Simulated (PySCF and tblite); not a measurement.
Results of a calculation; reference values are marked as such.
C6H9F3O, numbered as in [F:1][C:2]([F:3])([F:4])[C@@H:5]1[CH2:6][CH2:7][CH2:8][CH2:9][O:10]1.

Conformers came from 60 starts (ETKDG and KDG, MMFF94s, GFN2-xTB); geometries are GFN2-xTB. Weights use PBE0-D3(BJ)/pcSseg-1 energies plus GFN2-xTB zero-point and thermal terms (modes under about 100 cm⁻¹ blended into free rotors). Symmetry numbers and mirror images are counted. Conformers within 2.5 kcal/mol (GFN2-xTB free energy) were kept, 4 at most. GIAO shieldings: PBE0/pcSseg-1. Shifts are against TMS (¹H), TMS (¹³C), CFCl3 (¹⁹F) at the same level. Codes: tblite and PySCF.

The 6-ring runs over atoms 5–6–7–8–9–10.

```
conformer                                       shape  symmetry  E(GFN2) kcal/mol  E(DFT) kcal/mol
        1  6-ring chair (all substituents equatorial)        C1              0.00             0.00
        2                     6-ring chair (C2 axial)        C1              0.42             1.14
```

Q: How much do the weights at 298.15 K and the averaged shift of H5 depend on how the conformers are weighted?

A: 
```json
{"weighting": "DFT energy with thermal terms, symmetry and mirror images (full scheme)", "1 (%)": "93", "2 (%)": "7", "δ (ppm)": "3.65", "rms dipole (D)": "3.60"}
{"weighting": "DFT energy with symmetry and mirror images", "1 (%)": "87", "2 (%)": "13", "δ (ppm)": "3.68", "rms dipole (D)": "3.55"}
{"weighting": "bare DFT energy", "1 (%)": "87", "2 (%)": "13", "δ (ppm)": "3.68", "rms dipole (D)": "3.55"}
{"weighting": "GFN2-xTB energy with symmetry and mirror images", "1 (%)": "67", "2 (%)": "33", "δ (ppm)": "3.78", "rms dipole (D)": "3.35"}
{"weighting": "GFN2-xTB free energy", "1 (%)": "80", "2 (%)": "20", "δ (ppm)": "3.72", "rms dipole (D)": "3.48"}
{"weighting": "leading conformer alone", "1 (%)": "100", "2 (%)": "0", "δ (ppm)": "3.62", "rms dipole (D)": "3.67"}
{"weighting": "equal weights", "1 (%)": "50", "2 (%)": "50", "δ (ppm)": "3.86", "rms dipole (D)": "3.17"}
```

The largest departure from the full scheme, 0.21 ppm, comes with: equal weights.


Conformer gaps in pcSseg-1 on xTB geometries can be 2 kcal/mol off for S=O, P=O and other polar bonds.